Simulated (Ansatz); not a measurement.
Mulliken charges of `[SH][Al]([Cl])[Br]` from ωB97M-V/def2-TZVPP in Ansatz (PBE0-D4/def2-TZVP geometry).

| atom | x (Å) | y (Å) | z (Å) | charge (e) |
| --- | --- | --- | --- | --- |
| S1 | 0.103 | 1.673 | 0.404 | -0.212 |
| Al2 | 0.228 | -0.467 | 0.151 | 0.449 |
| Cl3 | 1.514 | -1.540 | 1.380 | -0.191 |
| Br4 | -0.991 | -1.529 | -1.396 | -0.178 |
| H5 | -0.805 | 1.789 | -0.581 | 0.132 |

Q: By hand: the dipole of these point charges (1 e Å = 4.8032 D).

A: Σ q r = (-0.138, 0.238, -0.110) e Å, of length 0.296 e Å = 1.42 D.

Q: How does the dipole of the full density compare? (Best estimate.)

A: Computed: (-0.118, 0.140, -0.106) e Å, 1.02 D; the point charges give 1.39 times that, at 12° from its direction.

Point charges leave out the atoms' own dipoles, such as those of lone pairs, and Mulliken's split depends on the basis, so the two needn't agree.
